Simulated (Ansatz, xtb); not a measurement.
Relaxing a trial structure of FInNP

The starting geometry of this gas-phase singlet was built from a drawn formula by distance geometry and a force field; its bonds are those of `[F][In]1[N]=[P]1`.

```csv
atom,x (Å),y (Å),z (Å)
F,-1.9760,-3.9059,1.3317
In,-1.0512,-2.4927,1.9942
N,0.4097,-1.2037,2.1514
P,-0.7195,-0.5206,3.0684
```

**Question.** Predict what it relaxes into with r2SCAN-D4/def2-SVP.

**Answer.** A bond breaks, giving a structure given below by its coordinates. Distances that change by over a tenth: F1–In2 (1.81 → 2.00 Å), In2–N3 (1.95 → 2.62 Å). Contacts that open: In2–P4 (2.27 → 4.00 Å).

The energy falls by 3.27 eV over 28 steps:

```tsv
step	E − E(last) (eV)
1	3.275
4	1.585
7	0.432
10	0.269
13	0.253
16	0.199
19	0.096
22	0.002
25	0.000
28	0.000
```

Final geometry (Å):

```xyz
4

F    -1.3209   -4.0720    1.0911
In   -2.3548   -2.7214    2.1471
N    -0.2163   -1.2190    2.3301
P     0.5549   -0.1104    2.9774
```

From the same start GFN2-xTB reaches the same bonding as this run.

No frequencies were run, so the end isn't proven a minimum. Atoms past krypton carry core potentials, without spin–orbit terms. Run with Ansatz 0.2.0, 2.7 min on 1 thread of AMD EPYC (Zen 3), with other jobs on the host.
